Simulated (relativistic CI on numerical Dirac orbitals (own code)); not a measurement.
**S: what numerical and physical settings do to a radial Dirac CI calculation**

Reference input:

```
atom S  Z=16  charge=0  electrons=16
nucleus A=32  rms_radius_fm=3.2611
hamiltonian dirac-coulomb  breit=on  qed=on  c_scale=1
orbitals kli  potential=per-configuration
slater_scale 1
correlation none
mixing on
grid step=0.0125 r_max=149
scf mixing=0.4 start=green max_iterations=150 tolerance=2e-08 node_fill=0.05
configurations
  [Ne] 3s2 3p4
  [Ne] 3s2 3p3 3d
  [Ne] 3s 3p5
  [Ne] 3s2 3p3 4s
  [Ne] 3s2 3p2 3d2
end
```

Computed lowest total energy -398.48461 Ha, first excitation 396.4 cm⁻¹, 55 SCF steps. Runs with settings changed; * marks those that are bad on purpose (the QED terms keep the true α when c is scaled):

```tsv
Changed	Outcome	Lowest level	ΔE (Ha)	First excitation (cm⁻¹)	SCF steps	Message
node fill of the KLI weights 0.5	converged	3s²3p⁴ ³P2	0.0124	421.3	57	
SCF tolerance 1e-10, node fill of the KLI weights 0.2, speed of light × 0.8	converged	3s²3p⁴ ³P2	-0.582	644.2	67	
start potential bare, Slater scale 0.5	converged	3s²3p⁴ ³P2	0.0208	405.9	73	
SCF mixing 0.7, iteration limit 30	converged	3s²3p⁴ ³P2	1.62e-09	396.4	49	
SCF tolerance 0.01 *	converged	3s²3p⁴ ³P2	-8.97e-05	396.0	20	
end of the grid at 22.35 bohr *	not converged				23	orbital 3d3/2 not found
```

With so few configurations and no correlation, terms lie too far apart (by 10 to 50 % near neutrality), their order can be wrong, and levels of other configurations are missing.
